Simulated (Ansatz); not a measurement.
`[F][SbH][F]` at its PBE0-D4/def2-TZVP geometry, where that method's forces vanish. Charge 0, multiplicity 1. Sb: def2 effective core potential.

| atom | x (Å) | y (Å) | z (Å) |
| --- | --- | --- | --- |
| F1 | -0.230 | 0.894 | 1.330 |
| Sb2 | 0.742 | -0.032 | -0.017 |
| F3 | -0.367 | -1.577 | -0.019 |
| H4 | -0.145 | 0.714 | -1.294 |

(1) For each bond, give half the difference of the two atoms' forces along it (eV/Å; positive pushes the atoms apart) under PBE-D4, r2SCAN-D4, B3LYP-D4, ωB97M-V in def2-TZVPP. (Estimate.)

Answers

(1) Ansatz gave: 
```json
{"bond": "F1–Sb2", "length (Å)": "1.902", "PBE-D4": "0.66", "r2SCAN-D4": "0.12", "B3LYP-D4": "0.37", "ωB97M-V": "0.02"}
{"bond": "Sb2–F3", "length (Å)": "1.902", "PBE-D4": "0.66", "r2SCAN-D4": "0.12", "B3LYP-D4": "0.37", "ωB97M-V": "0.02"}
{"bond": "Sb2–H4", "length (Å)": "1.724", "PBE-D4": "0.25", "r2SCAN-D4": "0.05", "B3LYP-D4": "0.07", "ωB97M-V": "-0.17"}
```

B3LYP here is the variant with VWN-RPA as its local correlation; programs differ in this.
